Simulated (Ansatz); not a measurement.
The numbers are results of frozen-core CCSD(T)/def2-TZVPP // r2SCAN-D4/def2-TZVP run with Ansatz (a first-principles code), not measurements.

Ansatz 0.2 input:
```yaml
crystal:
  periodic: [false, false, false]
  atoms:
    - { symbol: O, position_ang: [1.403574, -0.673075, 0.003655] }
    - { symbol: Si, position_ang: [0.031875, -0.015286, 0.000102] }
    - { symbol: H, position_ang: [-1.25016, -0.766111, -0.001175] }
    - { symbol: H, position_ang: [-0.185289, 1.454472, -0.002582] }
basis:
  gaussian: { orbitals: def2-TZVPP }
correlation:
  method: ccsd_t
```

Output:

```
Functional definition: HF
596 factors; integrals over basis functions are off by at most 1.4e-3 eV
mean field evaluation 1: about -9927.2181 eV, gradient 4.7e1 eV
mean field evaluation 2: about -9927.2185 eV, gradient 4.7e1 eV
mean field evaluation 4: about -9931.7233 eV, gradient 2.8e0 eV
mean field evaluation 8: about -9931.7597 eV, gradient 1.9e-1 eV
mean field evaluation 16: about -9927.5732 eV, gradient 4.8e1 eV
mean field -9931.76014011 eV, -364.9854531602 hartree, gradient 2.1e-6 eV, S^2 0.000000; 0 other end points of the search recorded, 0 dependent functions left out
6 core orbitals not correlated
reference -9931.76014011 eV, -364.9854531602 hartree; 6, 6 occupied and 89, 89 virtual orbitals, 596 factors
second order -9.82833686 eV of doubles, -0.00000000 eV of singles
cycle   1  -9.66508427 eV  change    1.6e-1 eV  update   1.1e-1
cycle   2  -10.00263828 eV  change   -3.4e-1 eV  update   4.2e-2
cycle   3  -10.12606587 eV  change   -1.2e-1 eV  update   2.2e-2
cycle   4  -10.11127424 eV  change    1.5e-2 eV  update   6.8e-3
cycle   5  -10.11074789 eV  change    5.3e-4 eV  update   3.2e-3
cycle   6  -10.11217839 eV  change   -1.4e-3 eV  update   1.0e-3
cycle   7  -10.11167692 eV  change    5.0e-4 eV  update   4.4e-4
cycle   8  -10.11171416 eV  change   -3.7e-5 eV  update   1.2e-4
cycle   9  -10.11174936 eV  change   -3.5e-5 eV  update   3.9e-5
cycle  10  -10.11173215 eV  change    1.7e-5 eV  update   1.4e-5
cycle  11  -10.11173344 eV  change   -1.3e-6 eV  update   5.8e-6
perturbative correction -0.42901204 eV, -0.0157659016 hartree
Total energy: -9942.30088558 eV, -365.3728184116 hartree
```

Cost: around 3.0 core-seconds (rough).
